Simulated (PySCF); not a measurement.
## `CCN(C)[SiH2]N`, C3H12N2Si

Geometry (Å), atoms numbered from 1 in this order:
```xyz
18

C    -1.9571   -0.3407    0.5436
C    -0.6103    0.2235    0.9982
N     0.2901    0.5506   -0.0822
C    -0.1078    1.7081   -0.8414
Si    1.2809   -0.6527   -0.8084
N     1.8575   -1.6167    0.5023
H    -2.5574   -0.6124    1.4084
H    -2.5100    0.3901   -0.0419
H    -1.7942   -1.2260   -0.0655
H    -0.7793    1.1284    1.5967
H    -0.1142   -0.5170    1.6263
H     0.6981    1.9946   -1.5129
H    -1.0042    1.5321   -1.4475
H    -0.3120    2.5421   -0.1637
H     0.6303   -1.6294   -1.6964
H     2.2873    0.1112   -1.5605
H     2.3874   -2.4380    0.2635
H     2.3060   -1.1413    1.2697
```

Level of theory: GIAO HF/pcSseg-1 magnetisability, rotational g tensor and spin-rotation constants, non-relativistic, gas phase (PySCF). Geometry: GFN2-xTB.

Problem. How diamagnetic is it, and how anisotropic?

Solution. Isotropic -1236 × 10⁻³⁰ J/T², or -74.4 × 10⁻⁶ cm³/mol; principal values -1271, -1245, -1192 × 10⁻³⁰ J/T², anisotropy 70 × 10⁻³⁰ J/T² (root of half the summed squared differences of the principal values). The susceptibility is in cgs units.

Problem. Split it along the inertial axes a, b, c into diamagnetic and paramagnetic parts about the centre of mass, with the quadrupole moment.

Solution. 
| axis | χ (10⁻⁶ cm³/mol) | diamagnetic (10⁻⁶ cm³/mol) | paramagnetic (10⁻⁶ cm³/mol) | summed x² of all electrons (Å²) | quadrupole Θ (D Å) |
| --- | --- | --- | --- | --- | --- |
| a | -73.3 | -455.3 | 382.0 | 137.1 | +5.79 |
| b | -74.9 | -713.5 | 638.7 | 76.2 | -3.54 |
| c | -75.1 | -904.6 | 829.6 | 31.1 | -2.25 |

Anisotropies 2χaa − χbb − χcc = +3.3 and 2χbb − χaa − χcc = -1.3 × 10⁻⁶ cm³/mol. Θ is traceless in Buckingham's convention.

Problem. And the rotational g tensor?

Solution. 
| axis | rotational constant (GHz) | g | nuclear part | electronic part |
| --- | --- | --- | --- | --- |
| a | 3.7586 | -0.0230 | 0.6515 | -0.6745 |
| b | 2.0713 | -0.0058 | 0.6157 | -0.6215 |
| c | 1.5818 | -0.0048 | 0.6116 | -0.6165 |

Asymmetric top; isotopes 12C, 1H, 14N, 28Si; no vibrational averaging.
